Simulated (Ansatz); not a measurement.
```yaml
crystal:
  periodic: [false, false, false]
  atoms:
    - {symbol: Si, position_ang: [-1.145668, -0.062038, 0.878837]}
    - {symbol: O, position_ang: [-0.199455, 0.651160, -0.227861]}
    - {symbol: Ga, position_ang: [1.315477, 0.369458, -1.101711]}
    - {symbol: Cl, position_ang: [2.352341, -1.504871, -0.861798]}
    - {symbol: Cl, position_ang: [2.040181, 1.804110, -2.380362]}
    - {symbol: H, position_ang: [-0.508606, -1.349854, 1.497053]}
    - {symbol: H, position_ang: [-2.349776, -0.550670, 0.206356]}
    - {symbol: H, position_ang: [-1.488897, 0.798761, 1.951299]}
basis:
  gaussian: {orbitals: def2-TZVP}
total_charge: 1
magnetization: {spin_polarized: true, initial_magnetization: 1}
hamiltonian: {xc: {name: HF}}
correlation: {method: mp2, frozen_orbitals: {Si: 9}}
scf: {lower_state_search: light}
output: {forces: true}
```

```sh
$ ansatz run in.yaml --threads 4 --pin off --events-out ev --progress --plain --max-ram 10444MiB
```

(1) How does Ansatz answer? (Estimate.)

Results:

(1) Ansatz gave: The program refused the input.
```
Functional definition: HF
Error: "frozen_orbitals" has no count for O
```
